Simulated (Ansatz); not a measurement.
Start from `[SiH3]BOCS` and change one atom or group to get `[SiH3]BO[SiH3]`.

Ansatz, PBE0-D4/def2-TZVP geometries, multiplicity 1. Each molecule was computed in one conformer, which needn't be the lowest.

```
                               property  `[SiH3]BOCS`
   HOMO–LUMO gap (PBE0/def2-TZVPP) / eV          6.23
     LUMO energy (PBE0/def2-TZVPP) / eV         -1.22
    HOMO–LUMO gap (PBE/def2-TZVPP) / eV          4.05
      HOMO energy (PBE/def2-TZVPP) / eV         -6.23
HOMO–LUMO gap (ωB97M-V/def2-TZVPP) / eV         10.43
  LUMO energy (ωB97M-V/def2-TZVPP) / eV          0.74
```

Problem. Give the same properties after the change, and the shifts. (Best estimate.)

Solution. Ansatz gave: 
| property | `[SiH3]BO[SiH3]` | shift |
| --- | --- | --- |
| HOMO–LUMO gap (PBE0/def2-TZVPP) / eV | 6.39 | 0.16 |
| LUMO energy (PBE0/def2-TZVPP) / eV | -1.27 | -0.05 |
| HOMO–LUMO gap (PBE/def2-TZVPP) / eV | 4.15 | 0.10 |
| HOMO energy (PBE/def2-TZVPP) / eV | -6.40 | -0.17 |
| HOMO–LUMO gap (ωB97M-V/def2-TZVPP) / eV | 10.52 | 0.09 |
| LUMO energy (ωB97M-V/def2-TZVPP) / eV | 0.68 | -0.06 |

With PBE0 the HOMO falls by 0.20 eV and the LUMO falls by 0.05 eV, so the gap widens by about 0.15 eV. PBE moves the HOMO by -0.17 eV and ωB97M-V by -0.15 eV.
